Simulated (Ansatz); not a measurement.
Total energies of C$_{2}$H$_{8}$O$_{2}$Ti, SMILES `[CH3][Ti]([CH3])([OH])[OH]`.

```xyz
13

C     1.1624    1.3597   -0.3309
Ti    0.1728   -0.3558    0.2657
C    -1.7266   -0.1957   -0.5375
O     0.9763   -1.7475   -0.4965
O     0.0254   -0.3174    2.0378
H     0.6353    2.2385    0.0541
H     2.1883    1.3690    0.0499
H     1.1916    1.4037   -1.4243
H    -2.2136    0.7042   -0.1485
H    -2.3344   -1.0671   -0.2749
H    -1.6580   -0.1293   -1.6280
H     1.4261   -2.5883   -0.4798
H     0.1543   -0.6739    2.9129
```

The species carries charge 0 and has multiplicity 1. Correlated methods include outer-core shells of Ti, which these sets cover unevenly. Scalar relativity is left out up to krypton. Geometry: relaxed with PBE0-D4/def2-TZVP. It is one conformer, not always the lowest. Basis def2-TZVPP, Ansatz 0.2.0.

RPA on PBE orbitals: Hartree–Fock energy of these orbitals -1078.60892 Eh, correlation -2.04256 Eh (frozen core).

| functional | energy without D4 (Eh) | D4 term (kJ/mol) |
| --- | --- | --- |
| LDA (SPW92) | -1077.27667 | – |
| revPBE | -1080.98863 | -68.2 |
| BLYP | -1081.12125 | -52.1 |
| r2SCAN | -1081.00800 | -6.4 |
| B3LYP | -1081.18153 | -39.0 |
| r2SCANh | -1080.97739 | -6.8 |
| r2SCAN0 | -1080.93420 | -7.5 |
| BHLYP | -1080.97364 | -30.7 |
| CAM-B3LYP | -1081.08403 | -21.4 |
| LC-ωPBE | -1080.82725 | – |
| ωB97X-V | -1080.94463 | – |
| ωB97M-V | -1080.98391 | – |
| B2PLYP | -1080.81209 | – |
| PBE-QIDH | -1080.53416 | – |

Question: Give the same for PBE, B97M-V, PBE0, HSE06 (plane-wave form). (An estimate is asked.)

Answer: Computed: 
```json
{"functional": "PBE", "energy without D4 (Eh)": "-1080.66561", "D4 term (kJ/mol)": "-24.5"}
{"functional": "B97M-V", "energy without D4 (Eh)": "-1080.89798", "D4 term (kJ/mol)": "–"}
{"functional": "PBE0", "energy without D4 (Eh)": "-1080.68129", "D4 term (kJ/mol)": "-20.9"}
{"functional": "HSE06 (plane-wave form)", "energy without D4 (Eh)": "-1080.66093", "D4 term (kJ/mol)": "-19.6"}
```

B3LYP takes the VWN-RPA correlation (the form of Gaussian; ORCA's B3LYP/G). HSE06 is the plane-wave form, built on full-range PBE exchange. The double hybrids freeze the cores in their second-order part.

LC-ωPBE has ω = 0.4 bohr⁻¹.
